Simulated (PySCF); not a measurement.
CuI, singlet, at a GFN2-xTB geometry (such geometries of metal compounds can be far from the true shape) (core potentials on I), with bond 2-1 at 1.8 times its length; CASSCF(4,6)/def2-SVP (PySCF).

The PySCF input:
```python
from pyscf import gto, scf, mcscf
import numpy

mol = gto.M(
    atom='''
Cu   -0.00000000   -0.00000000   -1.55408005
I     0.00000000    0.00000000    2.77388628
''',
    basis='def2-svp',
    ecp={'I': 'def2-svp'},
    verbose=4,
)

mf = scf.RHF(mol)
mf.kernel()
mc = mcscf.CASSCF(mf, 6, 4)
mc.fix_spin_(ss=0.0)
mc.kernel()
occ = numpy.linalg.eigvalsh(mc.fcisolver.make_rdm1(mc.ci, mc.ncas, mc.nelecas))[::-1]
ss = mc.fcisolver.spin_square(mc.ci, mc.ncas, mc.nelecas)[0]
print('natural occupations', occ.round(4), ' <S^2>', round(ss, 4))
```

Question: Predict the main parts of the log of this PySCF run.

Answer: 
```
PySCF version 2.14.0

[INPUT] verbose = 4
[INPUT] num. atoms = 2
[INPUT] num. electrons = 54
[INPUT] charge = 0
[INPUT] spin (= nelec alpha-beta = 2S) = 0
[INPUT] symmetry False subgroup None
[INPUT] Mole.unit = angstrom
[INPUT] Symbol           X                Y                Z      unit          X                Y                Z       unit  Magmom
[...]
nuclear repulsion = 88.6452085492541
number of shells = 21
number of NR pGTOs = 134
number of NR cGTOs = 57
basis = def2-svp
ecp = {'I': 'def2-svp'}

******** <class 'pyscf.scf.hf.RHF'> ********
method = RHF
initial guess = minao
damping factor = 0
level_shift factor = 0
DIIS = <class 'pyscf.scf.diis.CDIIS'>
diis_start_cycle = 1
diis_space = 8
diis_damp = 0
SCF conv_tol = 1e-09
SCF conv_tol_grad = None
SCF max_cycles = 50
direct_scf = True
direct_scf_tol = 1e-13
Set gradient conv threshold to 3.16228e-05
Initial guess from minao.
init E= -1902.86307664102
[...]
cycle= 1 E= -1934.33452558238  delta_E= -31.5  |g|= 2.14  |ddm|= 7.31

WARN: HOMO 0.0356799955191175 == LUMO 0.0356799955191442

cycle= 2 E= -1934.50933497456  delta_E= -0.175  |g|= 1.34  |ddm|= 5.13
[...]
cycle= 3 E= -1935.25326566452  delta_E= -0.744  |g|= 0.452  |ddm|=  2.8
[...]
cycle= 4 E= -1935.31050396448  delta_E= -0.0572  |g|= 0.134  |ddm|= 0.623
[...]
cycle= 5 E= -1935.32018321033  delta_E= -0.00968  |g|= 0.0569  |ddm|= 0.281
[...]
cycle= 6 E= -1935.32347894574  delta_E= -0.0033  |g|= 0.0225  |ddm|= 0.16
[...]
cycle= 7 E= -1935.32463457022  delta_E= -0.00116  |g|= 0.00835  |ddm|= 0.124
[...]
cycle= 8 E= -1935.32480791496  delta_E= -0.000173  |g|= 0.00161  |ddm|= 0.061
[...]
cycle= 9 E= -1935.32481097462  delta_E= -3.06e-06  |g|= 0.000436  |ddm|= 0.00841
[...]
cycle= 10 E= -1935.32481120938  delta_E= -2.35e-07  |g|= 0.000224  |ddm|= 0.0016
[...]
cycle= 11 E= -1935.32481128294  delta_E= -7.36e-08  |g|= 0.000105  |ddm|= 0.000927
[...]
cycle= 12 E= -1935.3248113059  delta_E= -2.3e-08  |g|= 2.22e-05  |ddm|= 0.000722
[...]
cycle= 13 E= -1935.32481130679  delta_E= -8.87e-10  |g|= 4.22e-06  |ddm|= 0.000161
[...]
Extra cycle  E= -1935.3248113068  delta_E= -8.19e-12  |g|= 1.82e-06  |ddm|= 1.08e-05
converged SCF energy = -1935.3248113068

******** <class 'pyscf.mcscf.mc1step.CASSCF'> ********
CAS (2e+2e, 6o), ncore = 25, nvir = 26
max_cycle_macro = 50
max_cycle_micro = 4
conv_tol = 1e-07
conv_tol_grad = None
orbital rotation max_stepsize = 0.02
orbital rotation threshold for CI restart = 0.01
augmented hessian ah_max_cycle = 30
[...]
CASCI E = -1935.33299777928  S^2 = 0.0000000
[...]
macro iter  18 ( 14 JK    4 micro), CASSCF E = -1935.36250965035  dE = -2.85782703e-05  S^2 = 0.0000000
               |grad[o]|=0.000268  |grad[c]|=0.00179  |ddm|=0.00359  |maxRot[o]|=0.0736
macro iter  19 ( 11 JK    4 micro), CASSCF E = -1935.36256177403  dE = -5.21236893e-05  S^2 = 0.0000000
               |grad[o]|=0.000582  |grad[c]|=0.00229  |ddm|=0.00518  |maxRot[o]|=0.0966
macro iter  20 ( 12 JK    4 micro), CASSCF E = -1935.36262823554  dE = -6.64615079e-05  S^2 = 0.0000000
               |grad[o]|=0.000909  |grad[c]|=0.00145  |ddm|=0.00533  |maxRot[o]|=0.105
macro iter  21 ( 15 JK    4 micro), CASSCF E = -1935.36269685047  dE = -6.86149256e-05  S^2 = 0.0000000
               |grad[o]|=0.00108  |grad[c]|=0.0014  |ddm|=0.00581  |maxRot[o]|=0.0966
macro iter  22 ( 15 JK    4 micro), CASSCF E = -1935.36275410096  dE = -5.72504905e-05  S^2 = 0.0000000
               |grad[o]|=0.00103  |grad[c]|=0.00123  |ddm|=0.00532  |maxRot[o]|=0.0793
macro iter  23 ( 15 JK    4 micro), CASSCF E = -1935.36279287510  dE = -3.87741450e-05  S^2 = 0.0000000
               |grad[o]|=0.000873  |grad[c]|=0.00102  |ddm|=0.00461  |maxRot[o]|=0.0596
macro iter  24 ( 15 JK    4 micro), CASSCF E = -1935.36281334724  dE = -2.04721371e-05  S^2 = 0.0000000
               |grad[o]|=0.000647  |grad[c]|=0.000726  |ddm|=0.00382  |maxRot[o]|=0.0421
macro iter  25 ( 14 JK    4 micro), CASSCF E = -1935.36282097561  dE = -7.62836794e-06  S^2 = 0.0000000
               |grad[o]|=0.000401  |grad[c]|=0.000478  |ddm|=0.00258  |maxRot[o]|=0.0267
macro iter  26 (  9 JK    3 micro), CASSCF E = -1935.36282258602  dE = -1.61041521e-06  S^2 = 0.0000000
               |grad[o]|=0.000196  |grad[c]|=0.000267  |ddm|=0.00157  |maxRot[o]|=0.0118
macro iter  27 (  3 JK    1 micro), CASSCF E = -1935.36282274621  dE = -1.60186801e-07  S^2 = 0.0000000
               |grad[o]|=9.71e-05  |grad[c]|=0.000266  |ddm|=0.00034  |maxRot[o]|=0.00244
macro iter  28 (  3 JK    1 micro), CASSCF E = -1935.36282282423  dE = -7.80214577e-08  S^2 = 0.0000000
               |grad[o]|=6.96e-05  |grad[c]|=0.000192  |ddm|=0.000292  |maxRot[o]|=0.00168
1-step CASSCF converged in  28 macro (471 JK 105 micro) steps
CASSCF canonicalization
Density matrix diagonal elements [1.9823254  1.66629755 0.32630768 0.01185199 0.00438619 0.00883119]
CASSCF energy = -1935.36282282423
CASCI E = -1935.36282282423  E(CI) = -3.18071709870219  S^2 = 0.0000000
natural occupations [1.9827 1.7417 0.2539 0.0088 0.0085 0.0044]  <S^2> 0.0
```
